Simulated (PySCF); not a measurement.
HOBr, optimised at GFN2-xTB:

```xyz
3

O      0.0248     0.0182     0.0580
Br     0.7195     0.3250    -1.5728
H     -0.5289    -0.7680    -0.0106
```

Energies from PySCF (xtb for GFN2), thermal terms from the rigid-rotor harmonic-oscillator model, ideal gas at 1 bar. 6-31G* has spherical d functions here. All species are closed-shell singlets. B3LYP is the form with VWN-RPA correlation. Br: all electrons, no relativistic terms.

Problem. List the harmonic frequencies (cm⁻¹, unscaled) at this level and at the other levels, each on its own geometry.

Solution. 
- GFN2-xTB: 584, 1075, 3528
- B3LYP/6-31G*: 623, 1212, 3702
- HF/6-31G*: 721, 1327, 4070
- PBE/def2-SVP: 606, 1141, 3651
- PBE0/def2-TZVP: 675, 1196, 3828
